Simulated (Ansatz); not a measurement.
Molecule: C5H9 (charge 0, doublet). It need not be the lowest isomer of its formula. 
Coordinates optimised at B3LYP-D3(BJ)/def2-TZVP (Ansatz, a program for electronic structure):
```
C
H 1 1.0904
H 1 1.0933 2 107.53
C 1 1.5360 2 113.01 3 -121.17
H 4 1.0904 1 113.01 2 77.18
H 4 1.0933 5 107.53 1 121.17
C 1 1.5420 2 113.09 3 120.96
H 7 1.0947 1 112.85 2 -84.71
H 7 1.1012 8 105.72 1 -120.62
C 7 1.4934 8 113.29 9 -122.01
H 10 1.0809 7 124.19 8 46.08
C 10 1.4934 11 124.19 7 -180.00
H 12 1.0947 10 113.29 11 46.08
H 12 1.1012 13 105.72 10 122.01
```
Charge 0, spin multiplicity 2.

Quantity: atomisation energy (electronic, to ground-state atoms), in kJ/mol. Cores are frozen in the correlated levels unless marked. UHF or UKS for open shells. No spin-orbit coupling. No relativistic terms. The coupled-cluster limit lacks core correlation, which all-electron functionals hold. CBS(X,Y): correlation extrapolated as X^-3; Hartree-Fock from the larger set.

```
level                         program  atomisation energy (kJ/mol)  minus last row
----------------------------  -------  ---------------------------  --------------
HSE06/def2-TZVPD               Ansatz                       5744.0            64.2
MP2/STO-3G                     Ansatz                       5914.1           234.3
MP2/cc-pVDZ                    Ansatz                       5372.2          -307.6
MP2/cc-pVQZ                    Ansatz                       5696.4            16.6
SCS-MP2/STO-3G                 Ansatz                       5949.6           269.8
CCSD/cc-pVDZ                   Ansatz                       5263.3          -416.5
CCSD(T)/CBS(cc-pVTZ,cc-pVQZ)   Ansatz                       5679.8             0.0
```
